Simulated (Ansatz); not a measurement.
Reaction (ligand exchange at the Si–C bond): `FC([SiH3])Cl` + `OPS` → `OP([SiH3])S` + `FCCl`

Isolated molecules relaxed with PBE0-D4/def2-TZVP in Ansatz; ΔE leaves out vibrations. CCSD(T)/CBS adds triple-zeta CCSD(T) − MP2 to the extrapolated MP2 energy (def2 sets, frozen cores). This one scheme is used for every species. Functionals use def2-TZVPP. One conformer a species, not always the lowest.

```tsv
species	r2SCAN0-D4 energy (Eh)
`FC([SiH3])Cl`	-889.96436
`OPS`	-816.54873
`OP([SiH3])S`	-1107.22678
`FCCl`	-599.30000
```

Problem. Work out ΔE.

Solution. ΔE = (-1107.22678) + (-599.30000) − (-889.96436) − (-816.54873) = -0.01369 Eh = -8.6 kcal/mol. CCSD(T)/CBS gives -7.3 kcal/mol.

Largest T1 diagnostic among the species: 0.014.

The D4 term adds −1.1 kcal/mol with B3LYP and −0.6 kcal/mol with PBE0; it sums over pairs of atoms, weighted by their polarisabilities, and B3LYP, whose exchange is more repulsive, gets the larger term. At CCSD(T), def2-SVP lies +0.9 kcal/mol from the extrapolated value and def2-TZVPP −0.0 kcal/mol.

B3LYP here is the variant with VWN-RPA as its local correlation; programs differ in this.
